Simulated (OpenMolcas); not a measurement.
OpenMolcas run: Ru2+

Input:

```
&GATEWAY
Coord
1

Ru 0.0 0.0 0.0
Basis=ANO-RCC-VTZP
Group=XYZ
NoMove
AngMom=0.0 0.0 0.0
AMFI
&SEWARD
&RASSCF
FileOrb=start.orb
Symmetry=1
Spin=5
nActEl=6 0 0
Inactive=9 9
Ras2=5 0
CIRoot=5 5 1
SDav=5
CIMx=300
Iter=120 100
PrWF=0.3
OrbListing=Nothing
MaxOrb=0
Atom
>>> COPY $Project.JobIph JOBPRE
&RASSCF
FileOrb=start.orb
Symmetry=1
Spin=5
nActEl=12 2 0
Inactive=9 6
Ras1=0 3
Ras2=5 0
CIRoot=5 5 1
SDav=35
CIMx=300
Iter=120 100
PrWF=0.3
OrbListing=Nothing
MaxOrb=0
Thrs=2.0e-7 1.0e-1 5.0e-4
Atom
>>> COPY $Project.JobIph JOB001
&RASSCF
FileOrb=start.orb
Symmetry=1
Spin=3
nActEl=12 2 0
Inactive=9 6
Ras1=0 3
Ras2=5 0
CIRoot=45 45 1
SDav=180
CIMx=300
Iter=120 100
PrWF=0.3
OrbListing=Nothing
MaxOrb=0
Thrs=2.0e-7 1.0e-1 5.0e-4
Atom
>>> COPY $Project.JobIph JOB002
&RASSCF
FileOrb=start.orb
Symmetry=1
Spin=1
nActEl=12 2 0
Inactive=9 6
Ras1=0 3
Ras2=5 0
CIRoot=49 49 1
SDav=170
CIMx=300
Iter=120 100
PrWF=0.3
OrbListing=Nothing
MaxOrb=0
Thrs=2.0e-7 1.0e-1 5.0e-4
Atom
>>> COPY $Project.JobIph JOB003
&RASSI
NrOfJobIphs=3 5 45 49
1 2 3 4 5
1 2 3 4 5 6 7 8 9 10 11 12 13 14 15 16 17 18 19 20 21 22 23 24 25 26 27
28 29 30 31 32 33 34 35 36 37 38 39 40 41 42 43 44 45
1 2 3 4 5 6 7 8 9 10 11 12 13 14 15 16 17 18 19 20 21 22 23 24 25 26 27
28 29 30 31 32 33 34 35 36 37 38 39 40 41 42 43 44 45 46 47 48 49
IphNames
JOB001
JOB002
JOB003
EJob
SpinOrbit
DIPRint=1.0
SOCoupling=1000.0
Subsets=2
MEES
Property=10
'ANGMOM' 1 'ANGMOM' 2 'ANGMOM' 3 'MLTPL  1' 1 'MLTPL  1' 2 'MLTPL  1' 3
'AMFI' 1 'AMFI' 2 'AMFI' 3 'MLTPL  2' 6
SOProperty=3
'ANGMOM' 1 'ANGMOM' 2 'ANGMOM' 3
```

Launched by
```bash
OMP_NUM_THREADS=1 MOLCAS_MEM=1689 MOLCAS_PROJECT=a pymolcas a.inp > a.log  # once for each step of the input, in one work folder
```

A driver script runs the steps one by one and writes start.orb anew before each from the orbitals found so far.

Output, cut to the results:

```
--- SEWARD ---
Basis set label: RU.ANO-RCC...7S6P4D2F1G.

      Electronic valence basis set:
      ------------------
      Associated Effective Charge  44.000000 au
      Associated Actual Charge     44.000000 au
      Nuclear Model: Point charge

      Shell  nPrim  nBasis  Cartesian Spherical Contaminant
         s      21       7        X
         p      18       6        X
         d      13       4                 X
         f       6       2                 X
         g       4       1                 X
                  Relativistic Douglas-Kroll-Hess integrals:
                    - DKH order of Hamiltonian: 2
                    - DKH order of Properties : 0
                  Atomic mean-field integrals
--- RASSCF ---
Wave function specifications:
      -----------------------------

      Number of closed shell electrons          30
      Number of electrons in active shells      12
      Max number of holes in RAS1 space          2
      Max nr of electrons in RAS3 space          0
      Number of inactive orbitals               15
      Number of active orbitals                  8
      Number of secondary orbitals              45
      Spin quantum number                      2.0
      State symmetry                             1
Orbital specifications:
      -----------------------

      Symmetry species                           1   2
                                                ag  au
      Frozen orbitals                            0   0
      Inactive orbitals                          9   6
      Active orbitals                            5   3
      RAS1 orbitals                              0   3
      RAS2 orbitals                              5   0
      RAS3 orbitals                              0   0
      Secondary orbitals                        22  23
      Deleted orbitals                           0   0
      Number of basis functions                 36  32
      Number of CSFs                            35
      Number of root(s) required                 5
      Iter CI   SX   CI       RASSCF       Energy    max ROT     max BLB   max BLB  Level Ln srch  Step   QN
          iter iter root      energy       change     param      element    value   shift minimum  type update
 Nr of preliminary CI iterations:   1
      Total energies have been shifted. Add                -4000.00 au
        1   1    7    0  -526.57316405    0.00E+00  -1.25E-02   12  20 1  2.09E-03*  0.00   0.00    SX    NO
        2   1    7    0  -526.57319643   -3.24E-05*  4.82E-04    7  13 2  1.52E-03*  0.00   0.00    SX    NO
        3   1    7    0  -526.57319793   -1.50E-06*  3.13E-04    7  13 2 -6.06E-04*  0.00   0.00    SX    NO
        4   1    7    0  -526.57319837   -4.39E-07*  1.73E-04    7  13 2  3.99E-04   0.00   0.00    SX    NO
        5   1    7    0  -526.57319852   -1.47E-07   6.42E-05    7  13 2 -2.25E-04   0.00   0.63    QN   YES
      Convergence after  5 iterations
        6   1    7    0  -526.57319859   -7.52E-08   6.42E-05    9  17 1 -9.71E-07   0.00   0.63    QN   YES
      Natural orbitals and occupation numbers for root  1
      sym 1:   1.001376   1.001671   1.001832   1.000673   2.000000
      sym 2:   1.998607   1.998294   1.997547
      Natural orbitals and occupation numbers for root  2
      sym 1:   1.001137   1.000786   2.000000   1.001797   1.001832
      sym 2:   1.997668   1.998040   1.998741
      Natural orbitals and occupation numbers for root  3
      sym 1:   1.001626   1.001436   1.001832   2.000000   1.000658
      sym 2:   1.998559   1.998358   1.997531
::    RASSCF root number  1 Total energy:  -4526.57319859
::    RASSCF root number  2 Total energy:  -4526.57319859
::    RASSCF root number  3 Total energy:  -4526.57319859
::    RASSCF root number  4 Total energy:  -4526.57319859
::    RASSCF root number  5 Total energy:  -4526.57319859
--- RASSCF ---
Wave function specifications:
      -----------------------------

      Number of closed shell electrons          30
      Number of electrons in active shells      12
      Max number of holes in RAS1 space          2
      Max nr of electrons in RAS3 space          0
      Number of inactive orbitals               15
      Number of active orbitals                  8
      Number of secondary orbitals              45
      Spin quantum number                      1.0
      State symmetry                             1
Orbital specifications:
      -----------------------

...
--- RASSI ---
SPIN-FREE ENERGIES:
  (Shifted by EMIN (a.u.) =      -4526.5731985924)

 SF State       Relative EMIN(au)   Rel lowest level(eV)    D:o, cm**(-1)      L_eff

     1             0.0000000000        0.0000000000              0.0000         2.0
     2             0.0000000000        0.0000000000              0.0000         2.0
     3             0.0000000000        0.0000000000              0.0000         2.0
     4             0.0000000000        0.0000000000              0.0000         2.0
     5             0.0000000000        0.0000000000              0.0000         2.0
     6             0.0784094715        2.1336304136          17208.8898         1.0
     7             0.0784094715        2.1336304136          17208.8898         1.0
     8             0.0784094715        2.1336304136          17208.8898         1.0
     9             0.0836707975        2.2767983885          18363.6174         5.0
    10             0.0836707975        2.2767983885          18363.6174         5.0
    11             0.0836707975        2.2767983885          18363.6174         5.0
    12             0.0836707975        2.2767983885          18363.6174         5.0
    13             0.0836707975        2.2767983885          18363.6174         5.0
    14             0.0836707975        2.2767983885          18363.6174         5.0
    15             0.0836707975        2.2767983885          18363.6174         5.0
    16             0.0836707975        2.2767983885          18363.6174         5.0
    17             0.0836707975        2.2767983885          18363.6174         5.0
    18             0.0836707975        2.2767983885          18363.6174         5.0
    19             0.0836707975        2.2767983885          18363.6174         5.0
    20             0.0859398504        2.3385424633          18861.6170         3.0
    21             0.0859398504        2.3385424633          18861.6170         3.0
...
```

Levels above the lowest, from the spin-orbit matrix, grouped by J:

```csv
Configuration,Term,J,E (cm⁻¹),Measured (cm⁻¹),g,Term weight %,Second
4d⁶,⁵D,4,0.0,0.0,1.498,99,
4d⁶,⁵D,3,1161,1159,1.499,99,
4d⁶,⁵D,2,1855,1826,1.500,99,
4d⁶,⁵D,1,2301,2266,1.500,98,
4d⁶,⁵D,0,2515,2476,,98,
4d⁶,³P(1),2,16855,,1.494,97,
4d⁶,³F(1),4,18520,,1.083,51,27 ³H
4d⁶,³H,6,18944,,1.164,98,
4d⁶,³H,5,19237,,1.057,86,14 ³G
4d⁶,³F(1),3,19908,,1.054,90,9 ³G
4d⁶,³H,4,20162,,0.966,63,36 ³F(1)
4d⁶,³P(1),1,20239,,1.489,97,
4d⁶,³F(1),2,20363,,0.673,98,
4d⁶,³P(1),0,20921,,,88,11 ¹S
4d⁶,³G,5,22871,,1.177,86,14 ³H
4d⁶,³G,4,23787,,1.052,86,7 ³F(1)
4d⁶,³G,3,24060,,0.783,90,9 ³F(1)
4d⁶,³D,2,27266,,1.163,93,4 ¹D(1)
4d⁶,³D,1,27439,,0.514,98,
4d⁶,³D,3,27713,,1.330,98,
4d⁶,¹G(1),4,28410,,1.003,91,5 ³F(1)
4d⁶,¹I,6,28922,,1.003,98,
4d⁶,¹S,0,30515,,,88,11 ³P(1)
4d⁶,¹D(1),2,33434,,1.008,92,5 ³D
```

Against the 4 measured excited levels shown (Moore, Atomic Energy Levels, vol. III, NSRDS-NBS 35 (1971 reprint of NBS Circular 467, 1958)) the mean absolute deviation is 26 cm-1; the largest miss in energy is 4d⁶ ⁵D₀: computed 2515, measured 2476 cm⁻¹ (+1.6 %).

Without dynamic correlation excited terms often stand tens of per cent too high (terms of higher spin than the ground term too low), and those without a measured partner can miss by more than the paired ones. Active for correlation alone: 4p; no level in the range computed is led by a configuration that opens it, so any true level of that kind is missing. Computed and measured levels are paired by configuration, term and J; levels that our copy of the source lacks, or whose pairing is in doubt (as where it misses far off the trend of its configuration), stay unpaired and out of the deviations. Levels of configurations outside the active space are missing. The first state left out of the spin-orbit step lies near 84000 cm-1 above the lowest spin-free state of the reference (among the parities and spins computed), and the list stops at four fifths of that energy or lower. The table shows the lowest 24 of 32 levels.

The RASSCF and RASSI steps took 34 s on 1 thread of AMD EPYC 9R45 (Zen 5) (shared host); the integral step is not counted.

The term weight is that of the spin-free term in the level, not the purity of its configuration. A number in round brackets counts repeated terms of one configuration in the order of the reference energies.
